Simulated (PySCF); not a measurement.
This PySCF input asks for the NMR shieldings of `[AlH3-][O+]1[C@H](N=C)CCC1`, C$_{5}$H$_{12}$AlNO; the geometry comes from PBE0-D3(BJ)/def2-SVP.

```python
import basis_set_exchange as bse
import numpy as np
from pyscf import gto, dft
from pyscf.prop import nmr

atoms = """
C     1.748944   -2.318960   -0.173796
N     0.891936   -1.469912    0.194533
C     0.531698   -0.413375   -0.679214
C     1.168519    0.928275   -0.303077
C     0.063391    1.964957   -0.570065
C    -1.130938    1.127504   -1.027478
O    -0.875514   -0.184960   -0.512952
Al   -1.812751   -0.787400    1.185847
H     2.230105   -2.309723   -1.171222
H     2.040424   -3.118934    0.519350
H     0.694897   -0.654836   -1.750214
H     2.086318    1.100140   -0.881725
H     1.430438    0.892570    0.763335
H    -0.179815    2.512335    0.350478
H     0.347296    2.702301   -1.333672
H    -1.193186    1.055740   -2.125786
H    -2.104279    1.442243   -0.631998
H    -1.837747   -2.385087    1.129841
H    -3.187081   -0.041525    0.786020
H    -0.960785   -0.027345    2.318121
"""
names = dict.fromkeys(["C", "N", "O", "Al", "H"], "pcSseg-1")
basis = {el: gto.basis.parse(bse.get_basis(n, elements=[el], fmt="nwchem")) for el, n in names.items()}
mol = gto.M(atom=atoms, basis=basis, charge=0, verbose=0)
mf = dft.RKS(mol, xc="PBE0")
mf.grids.level = 2
mf.grids.alignment = dft.numint.BLKSIZE   # the property module wants whole blocks of grid points
mf.conv_tol = 1e-9
mf.kernel()

calc = nmr.RKS(mf)   # GIAO
C = mf.mo_coeff
Co = C[:, mf.mo_occ > 0]
resp = mf.gen_response(singlet=True, hermi=2)
def vind(x):   # induced exchange potential for any number of trial vectors
    d = np.einsum("pi,xij,qj->xpq", C, 2 * x.reshape(-1, C.shape[1], Co.shape[1]), Co, optimize=True)
    return np.einsum("xpq,pi,qj->xij", resp(d - d.transpose(0, 2, 1)), C, Co, optimize=True).ravel()
mo1, _ = nmr.rhf.solve_mo1(calc, with_cphf=vind)
sigma = calc.kernel(mo1)
for i, s in enumerate(sigma):   # ppm
    w = np.linalg.eigvalsh((s + s.T) / 2)
    print("%2d %-2s iso %8.1f  s11 %8.1f  s22 %8.1f  s33 %8.1f" % (i, mol.atom_pure_symbol(i), w.mean(), *w))
```

Question: Give the expected output.

Answer: 
```
 0 C  iso     24.2  s11    -76.0  s22     22.7  s33    125.9
 1 N  iso   -137.4  s11   -476.2  s22   -151.2  s33    215.3
 2 C  iso     81.2  s11     54.3  s22     68.6  s33    120.9
 3 C  iso    150.3  s11    114.8  s22    159.1  s33    177.1
 4 C  iso    160.1  s11    131.5  s22    173.6  s33    175.1
 5 C  iso    112.3  s11     65.7  s22    102.6  s33    168.7
 6 O  iso    238.7  s11    152.8  s22    262.2  s33    301.2
 7 Al iso    413.0  s11    390.0  s22    409.8  s33    439.4
 8 H  iso     23.7  s11     20.2  s22     23.2  s33     27.6
 9 H  iso     23.8  s11     22.3  s22     22.9  s33     26.1
10 H  iso     26.9  s11     23.2  s22     25.8  s33     31.6
11 H  iso     29.6  s11     25.1  s22     27.8  s33     35.9
12 H  iso     29.0  s11     25.7  s22     26.9  s33     34.5
13 H  iso     28.9  s11     25.1  s22     26.2  s33     35.5
14 H  iso     29.6  s11     25.1  s22     26.8  s33     37.0
15 H  iso     27.6  s11     22.5  s22     26.2  s33     34.1
16 H  iso     26.2  s11     21.7  s22     25.9  s33     30.9
17 H  iso     27.1  s11     23.5  s22     26.1  s33     31.6
18 H  iso     27.2  s11     23.7  s22     26.8  s33     31.0
19 H  iso     27.0  s11     23.8  s22     26.3  s33     30.8
```

These numbers come from an equivalent density-fitted implementation of the same equations, which agrees with the script to about 0.01 ppm for H and up to a few tenths of a ppm for heavy atoms, so last digits may differ.

Question: Turn these shieldings into chemical shifts. Scale: TMS for ¹³C (184.41 ppm), ¹H (31.27 ppm); NH3 for ¹⁵N (265.67 ppm); ¹⁷O (334.56 ppm) vs H2O; ²⁷Al (489.28 ppm) against AlH4- (reference shieldings calculated alike).

Answer: Averaging equivalent atoms: C 0: 160.2; C 2: 103.2; C 5: 72.1; C 3: 34.1; C 4: 24.3; N 1: 403.0; O 6: 95.9; Al 7: 76.2; H 8: 7.61; H 9: 7.51; H 16: 5.07; H 10: 4.39; H 17/18/19: 4.20; H 15: 3.69; H 13: 2.37; H 12: 2.22; H 11: 1.68; H 14: 1.63 ppm. Experimental scales use liquid or dissolved standards, which lie at an offset from isolated NH3 (liquid NH3: subtract about 20 ppm) and H2O (liquid H2O: subtract about 36 ppm). Unscaled 15N shifts of sp2 nitrogen come out 20 to 40 ppm too high even then.

Size and cost of the density-fitted run: 203 basis functions, 89 s wall time on 1 thread of an Arm Neoverse N1, shared host; peak memory 0.95 GiB.
